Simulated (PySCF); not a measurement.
An unknown is described by computed data only.

Formula: C2H9PSSi2.

- UV, first state: lowest singlet excitation: 5.71 eV (217 nm, f = 0.014) [TDDFT CAM-B3LYP/def2-SVPD]
- NMR, other nuclei: isotropic shieldings of nuclei other than C and H, by class: 356 (1 Si), 411 (1 Si), 616 (1 P), 812 (1 S) ppm [GIAO PBE0/pcSseg-1]
- Triplet: lowest triplet excitation (Tamm–Dancoff): 4.34 eV [TDA CAM-B3LYP/def2-SVPD]
- 1H NMR: chemical shifts (computed TMS as zero) by class: 6.66 (1 H), 6.47 (1 H), 6.02 (1 H), 5.94 (1 H), 4.66 (3 H), 1.19 (2 H) ppm [GIAO PBE0/pcSseg-1]
- Rotational structure: rotational constants A, B, C: 2.151, 0.956, 0.717 GHz [GFN2-xTB]
- 13C NMR: chemical shifts (computed TMS as zero) by class: 143.2 (1 C), 142.0 (1 C) ppm [GIAO PBE0/pcSseg-1]
- UV, strongest line: among the 8 lowest singlet transitions: S7 at 6.83 eV (181 nm, f = 0.038) [TDDFT CAM-B3LYP/def2-SVPD]
- Dipole: 1.19 D [CAM-B3LYP/def2-SVPD]

The electronic properties come from PySCF, for the isolated species, density fitting. Levels stand in brackets. Isolated species at its GFN2-xTB geometry (one conformer only). NMR classes are plain means over equivalent atoms (diastereotopic ones count apart unless rotation or inversion swaps them), as if these changed places fast.

Problem. Propose a structure and show how it fits.

Solution. Numbering: `[CH2:1]=[CH:2][Si@H:3]([PH2:4])[S:5][SiH3:6]`. 2 carbons fall into 2 classes; from least to most shielded: alkene CH carbon [C2] (143.2 ppm), terminal =CH2 carbon [C1] (142.0 ppm). Hydrogen classes from least to most shielded: 1 H on an alkene CH carbon, C2 (6.66 ppm), 1 H on a terminal =CH2 carbon, C1 (6.47 ppm), 1 H on an SiH silicon, Si3 (6.02 ppm), 1 H on a terminal =CH2 carbon, C1 (5.94 ppm), 3 H on an SiH3 silicon, Si6 (4.66 ppm), 2 H on a three-coordinate phosphorus, P4 (1.19 ppm). The other shieldings belong to: 356 ppm, SiH silicon [Si3]; 411 ppm, SiH3 silicon [Si6]; 616 ppm, three-coordinate phosphorus [P4]; 812 ppm, sulfur bonded to 2 Si [S5]. The optimised geometry has point group C1 and is an asymmetric top. Structure: `C=C[Si@H](P)S[SiH3]`. Computed isomers that give other values at the same levels: `[SiH3]/C=C/S[SiH2]P` (13C chemical shifts (computed TMS as zero) by class: 147.2 (1 C), 125.0 (1 C) ppm); `[SiH3]/C=C\S[SiH2]P` (13C chemical shifts (computed TMS as zero) by class: 150.2 (1 C), 123.4 (1 C) ppm); `P[SiH2]S[SiH]1CC1` (13C chemical shifts (computed TMS as zero) by class: -0.4 (2 C) ppm). The assignments are read from this structure; whether some other isomer fits the data as well wasn't checked. The mirror image fits equally.

Conformer computed: `[CH2:1]=[CH:2][Si@H:3]([PH2:4])[S:5][SiH3:6]`: C1–C2–Si3–P4 -10°, C2–Si3–S5–Si6 151°, H–P4–Si3–C2 167°, H–P4–Si3–C2 75°.
